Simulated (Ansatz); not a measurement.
Ansatz (a program for electronic structure) input:

Ansatz 0.2 input:
```yaml
crystal:
  periodic: [false, false, false]
  atoms:
    - {symbol: Te, position_ang: [0.00000000, 0.00000000, 0.00000000]}
    - {symbol: F, position_ang: [0.00000000, 0.00000000, 2.10670759]}
    - {symbol: F, position_ang: [-0.00000000, -0.00000000, -2.10670759]}
basis:
  gaussian:
    orbitals: def2-TZVPD
hamiltonian:
  xc: {name: wB97M-V}
total_charge: -1
magnetization: {spin_polarized: true, initial_magnetization: 1}
output: {forces: true}
```

**Question.** Predict the final energy.

**Answer.** -467.80375 Eh (wB97M-V/def2-TZVPD). The basis has 139 functions.
